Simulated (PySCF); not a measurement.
# How methods differ on the ionisation energy of Ba⁴²⁺

Ba⁴²⁺ [Ne] 3s2 3p2 (3P) → Ba⁴³⁺ [Ne] 3s2 3p1 (2P), as a difference of total energies. Computed with PySCF 2.14 in an even-tempered Gaussian basis (18 s from 8 bohr⁻², ratio 2.5; 12 p from 10 bohr⁻², ratio 2.5; 4 d from 42 bohr⁻², ratio 2.7; 4 f from 63 bohr⁻², ratio 2.7), with the spin-free X2C one-electron Hamiltonian (Gaussian nucleus). Correlated levels: outer shells: 1s2 frozen; virtual orbitals above 40 to 60 times the deepest correlated orbital energy dropped. The calculations carry no spin-orbit coupling.

| method | ionisation energy (eV) |
| --- | --- |
| UHF | 3210.5 |
| MP2 (outer shells) | 3211.0 |
| SCS-MP2 (outer shells) | 3210.8 |
| CCSD (outer shells) | 3210.9 |
| CCSD(T) (outer shells) | 3210.9 |

Spin-orbit coupling is strong in these open shells (close to jj coupling). The scalar numbers leave it out and a first-order estimate fails, so it can dominate the gap to the real levels.

Breit and QED terms and the two-electron picture change are absent.

For comparison: 3266 ± 4 eV (theoretical estimate listed by NIST; NIST Atomic Spectra Database, ionization energies).
